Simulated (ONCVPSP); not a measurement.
# Transferability test, ONCV potential for Pd

ONCVPSP 4.0.1 input, shortened (lines: element, Z, core and valence counts, functional; n l f; lmax; l rc ep ncon nbas qcut; lloc lpopt rc5 dvloc0; l nproj debl; icmod fcfact rcfact), LDA (Perdew-Zunger), scalar-relativistic:

```
  Pd 46.00    6    3        3      upf
    1    0    2.00
    2    0    2.00
    2    1    6.00
    3    0    2.00
    3    1    6.00
    3    2   10.00
    4    0    2.00
    4    1    6.00
    4    2    9.00
    3
    0    1.20    0.00    4    7    8.30
    1    1.00    0.00    4    7    6.80
    2    2.05    0.00    4    9    9.10
    3    1.85    0.38    4    7    5.20
    4    5    0.70    6.00
    0    2    1.20
    1    2    4.00
    2    3    3.90
    3    2    0.80
    2    0.70    1.15
```

In the s channel the program set the typed energies aside and used -3.557, 0.250 Ha.

Energies are relative to the spin-unpolarised reference configuration 4s2 4p6 4d9; without spin polarisation the order of configurations can differ from experiment.

| valence configuration | charge | ΔE all-electron (eV) | error AE − PS (meV) |
| --- | --- | --- | --- |
| 4s2 4p6 4d10 | 0 | -9.389 | +0.6 |
| 4s2 4p6 4d8 | +2 | 21.081 | +2.4 |
| 4s2 4p6 4d6 | +4 | 105.229 | +94 |

What are ΔE and the potential's error for 4s2 4p6 4d7?

ΔE = 55.676 eV all-electron; the error (AE − PS) is +24 meV.

Note: no bound ghost flagged; GHOST(+) flagged for s at 15.2 eV, f at 71.7 eV.
